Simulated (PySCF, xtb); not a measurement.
CHO2, SMILES [C](=O)O, multiplicity 2. Other conformers were not sampled.

Harmonic wavenumbers (cm⁻¹) from xtb with GFN2-xTB at its own minimum, in rising order: 528, 651, 1096, 1252, 1882, 3060.

What does PBE-D3(BJ)/def2-TZVP (PySCF 2.14.0) give at its own minimum? (Estimate from the structure and the level; the computed values follow.)

572, 593, 1030, 1256, 1811, 3395. Paired by order, the mean absolute difference is 96 cm⁻¹ and the zero-point energies are 12.1 and 12.4 kcal/mol.
